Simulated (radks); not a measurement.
Task: These are the eigenvalues of the occupied orbitals of an atom or ion with whole-number occupations (Ry). All-electron calculation, Dirac Kohn-Sham, HCTH/407, spin-unpolarised, spherical densities, finite nucleus; Fermi nuclear charge, rms radius of each element as measured or else 0.836 A^(1/3) + 0.57 fm. Program: a radial shooting solver on a logarithmic mesh with Libxc functionals.

1s1/2: -131.8864
2s1/2: -11.04883
2p1/2: -7.85524
2p3/2: -7.80743
3s1/2: -1.40568
3p1/2: -0.86763

Which element is it, and in what charge state? The configuration may be excited. Open shells, if any, fill j = l - 1/2 first.

Result: Z = 14, silicon, charge +1: Si+ in [Ne] 3s2 3p1. The list shows which subshells hold electrons but not how many an open one holds; the 1s level, -65.943 hartree, gives Z - s = 11.5 by -(Z - s)^2/2, which with screening and relativity narrows Z to a few neighbours, and the depths of the outer levels then fix element, charge and occupations together.
